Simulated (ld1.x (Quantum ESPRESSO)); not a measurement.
## Pseudopotential generation for magnesium (Mg): PAW, BP86, scalar-relativistic.

Mg, PAW, made with ld1.x (Quantum ESPRESSO) 7.5 (BP86, scalar-relativistic). Core [He], reference 2s2 2p6 3s2 3p0. Waves: 2s (bound): rcut 1.20, rcutus 1.60 bohr; 3s (bound): rcut 1.20, rcutus 1.60 bohr; 2p (bound): rcut 1.05, rcutus 1.15 bohr; 3p (bound, empty): rcut 1.05, rcutus 1.15 bohr. Local part: all-electron potential smoothed inside 1.50 bohr (lloc = -2). Core correction: Bessel-smoothed model core inside 0.85 bohr. Augmentation charge: BESSEL, radius 1.00 bohr.

Results:

- Cutoffs needed: 60 Ry and 110 Ry (the cutoffs (Ry, on a coarse ladder) from which the occupation-weighted sum of valence levels, in a spherical-Bessel basis at the reference potential, stays within 10 and 1 mRy of its value at 400 Ry)
- Ghost test: no extra level below or beside the all-electron valence levels (s, p, d, f tested) (spherical-Bessel basis up to 400 Ry, 20 bohr box)
- Configuration tests: test run stopped at test 1 of 7 (negative rho)
- Lowest eigenvalue of the overlap operator: 0.11 (s channel)

Generation and tests took about 0.77 s on one core of a shared server CPU.
